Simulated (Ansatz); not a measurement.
RuCl₃, relaxed as a quartet with UKS r2SCAN-D4/def2-SVP in Ansatz, starting from the r2SCAN-D4/def2-SVP geometry of the neutral doublet. Force threshold 0.02 eV/Å.

In the def2 sets Ru takes a core potential; there is no spin–orbit coupling. The structure comes from a short search, and lower isomers may exist.

Start:

```xyz
4

Ru    0.124    0.047    0.009
Cl    0.677   -2.080    0.318
Cl   -0.616    1.236    1.732
Cl   -0.185    0.797   -2.058
```

```csv
step,energy (eV),largest force component (eV/Å),SCF passes
1,-40139.1488,0.458,169
2,-40139.3483,0.515,74
3,-40139.4395,0.403,117
4,-40139.4509,0.084,62
5,-40139.4513,0.029,109
6,-40139.4515,0.003,108
```

Force components are those of the run's own axes.

End:

```xyz
4

Ru   -0.0839    0.2486   -0.0385
Cl    0.6084   -1.8084    0.2800
Cl   -0.5048    1.0280    2.0097
Cl   -0.0197    0.5318   -2.2511
```

By distances, no bond broke or formed. The bond that changes most is Ru1–Cl2, from 2.22 to 2.19 Å (atoms count from 1).

No frequencies were taken in this run, so the end may be a saddle point.

It took 2.1 min on 4 threads of Arm Neoverse N1 on a shared host.
